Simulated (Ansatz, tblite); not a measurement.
Cost and result up the ladder for the cluster ScCl₃ (the lowest singlet isomer of a short search) (4 atoms). Total charge 0; singlet. Geometry: r2SCAN-D4/def2-SVP.

```xyz
4

Sc   -0.002   -0.002    0.003
Cl   -0.003   -2.232   -0.413
Cl    1.870    1.001    0.800
Cl   -1.865    1.232   -0.390
```

Ansatz on 2 threads of Arm Neoverse V1 on a shared host; xTB runs through tblite on one thread. Times are rough, summed over both states, and most runs start from the orbitals of an earlier one. ωB97X-V/def2-TZVP serves as the yardstick here, not as an exact answer. The other state is a doublet.

The xTB rows come from tblite. B3LYP takes the VWN-RPA correlation. The structure comes from a short search, and lower isomers may exist.

Raw xTB energies of ions are shifted by several eV.

| level | functions | wall time |
| --- | --- | --- |
| GFN2-xTB | 36 | 0.01 s |
| GFN1-xTB | 36 | 0.011 s |
| LDA (SPW92)/def2-TZVP | 156 | 4.1 s |
| PBE-D4/def2-TZVP | 156 | 8.4 s |
| BLYP-D4/def2-TZVP | 156 | 10 s |
| B3LYP-D4/def2-TZVP | 156 | 13 s |
| PBE0-D4/def2-TZVP (with forces) | 156 | 16 s |
| BHLYP-D4/def2-TZVP | 156 | 19 s |
| r2SCAN-D4/def2-TZVP (with forces) | 156 | 23 s |
| ωB97X-V/def2-TZVP | 156 | 75 s |

Estimate what each level gives for the vertical IE (eV).


```tsv
level	vertical IE (eV)	difference from ωB97X-V/def2-TZVP (eV)
GFN2-xTB	15.00	3.22
GFN1-xTB	15.83	4.04
LDA (SPW92)/def2-TZVP	10.84	-0.94
PBE-D4/def2-TZVP	10.65	-1.13
BLYP-D4/def2-TZVP	10.48	-1.30
B3LYP-D4/def2-TZVP	11.10	-0.69
PBE0-D4/def2-TZVP (with forces)	11.20	-0.58
BHLYP-D4/def2-TZVP	11.57	-0.22
r2SCAN-D4/def2-TZVP (with forces)	10.94	-0.85
ωB97X-V/def2-TZVP	11.78	0.00
```
